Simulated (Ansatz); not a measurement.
HFGeS, SMILES `[F][Ge][SH]` (excited triplet; F–Ge–S–H torsion 91°) (charge 0, multiplicity 3). This triplet is an excited state, 2.53 eV above the relaxed singlet at the level frozen-core CCSD(T)/cc-pVTZ // B3LYP-D3(BJ)/def2-TZVP (Ansatz, a first-principles code).

These are Ansatz with frozen-core CCSD(T)/cc-pVTZ // B3LYP-D3(BJ)/def2-TZVP values and carry that method's errors.

Ansatz 0.2 input:
```yaml
crystal:
  periodic: [false, false, false]
  atoms:
    - { symbol: F, position_ang: [2.095382, -0.542153, 0.200115] }
    - { symbol: Ge, position_ang: [0.856081, 0.573879, -0.387405] }
    - { symbol: S, position_ang: [-1.200867, 0.420403, 0.530256] }
    - { symbol: H, position_ang: [-1.750595, -0.45213, -0.342964] }
basis:
  gaussian: { orbitals: cc-pVTZ }
correlation:
  method: ccsd_t
magnetization:
  spin_polarized: true
  initial_magnetization: 2
```

Output:

```
Functional definition: HF
749 factors; integrals over basis functions are off by at most 7.6e-4 eV
mean field evaluation 1: about -70012.7882 eV, gradient 2.1e1 eV
mean field evaluation 2: about -70012.7985 eV, gradient 2.1e1 eV
mean field evaluation 4: about -70014.9901 eV, gradient 2.6e0 eV
mean field evaluation 8: about -70015.1552 eV, gradient 1.9e-1 eV
mean field evaluation 16: about -70012.7883 eV, gradient 2.1e1 eV
mean field evaluation 32: about -70015.1220 eV, gradient 1.3e0 eV
mean field evaluation 64: about -70011.6835 eV, gradient 3.5e-1 eV
mean field evaluation 96: about -70011.6813 eV, gradient 9.0e-2 eV
mean field -70015.15678918 eV, -2573.0095540246 hartree, gradient 1.8e-6 eV, S^2 2.021547; 4 other end points of the search recorded, 0 dependent functions left out
determinant -70015.15678918 eV, -2573.0095540246 hartree, with singles and doubles -70031.34092844 eV, -2573.6043101725 hartree
determinant -70013.32721491 eV, -2572.9423184102 hartree, with singles and doubles -70029.62076333 eV, -2573.5410952707 hartree
determinant -70011.69605453 eV, -2572.8823743719 hartree, with singles and doubles -70028.24912857 eV, -2573.4906886227 hartree
15 core orbitals not correlated
reference -70015.15678918 eV, -2573.0095540246 hartree; 15, 13 occupied and 91, 93 virtual orbitals, 749 factors
second order -15.57286132 eV of doubles, -0.00000000 eV of singles
cycle   1  -16.14477433 eV  change    -1.3e0 eV  update   2.2e-2
cycle   2  -16.17732966 eV  change   -3.3e-2 eV  update   6.0e-3
cycle   3  -16.17938447 eV  change   -2.1e-3 eV  update   3.6e-3
cycle   4  -16.18069399 eV  change   -1.3e-3 eV  update   2.2e-3
cycle   5  -16.18234088 eV  change   -1.6e-3 eV  update   1.4e-3
cycle   6  -16.18279029 eV  change   -4.5e-4 eV  update   7.6e-4
cycle   7  -16.18287793 eV  change   -8.8e-5 eV  update   4.4e-4
cycle   8  -16.18278054 eV  change    9.7e-5 eV  update   2.7e-4
cycle   9  -16.18269506 eV  change    8.5e-5 eV  update   1.6e-4
cycle  10  -16.18267579 eV  change    1.9e-5 eV  update   6.7e-5
cycle  11  -16.18271680 eV  change   -4.1e-5 eV  update   3.5e-5
cycle  12  -16.18271668 eV  change    1.2e-7 eV  update   1.4e-5
perturbative correction -0.68254739 eV, -0.0250831540 hartree
Total energy: -70032.02205325 eV, -2573.6293410475 hartree
```
